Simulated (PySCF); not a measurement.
# Correlation energy of Rb²⁺ (rubidium, charge +2)

[Ar] 3d10 4s2 4p5, 2P determinant. All numbers are calculated (PySCF 2.14, scalar relativity by spin-free X2C-1e, in cc-pVDZ-X2C (6s5p3d, 36 functions)). Frozen: [Ar] 3d10 4s2; 5 electrons correlated.

Total MP2 correlation energy: -3.96 mhartree.

Same-spin part -1.24 and opposite-spin part -2.72 mhartree; SCS-MP2 scales them by 1/3 and 6/5 to -3.68 mhartree.

```tsv
level	correlation energy (mhartree)
CCSD	-4.35
(T)	-0.01
CCSD(T)	-4.36
```

Diagnostics: T1 = 0.00075, D1 = 0.0011, largest double amplitude 0.010.

Problem. Is a single reference adequate?

Solution. Yes, within this model without spin-orbit coupling: T1 lies below 0.03 and no double amplitude reaches 0.07.
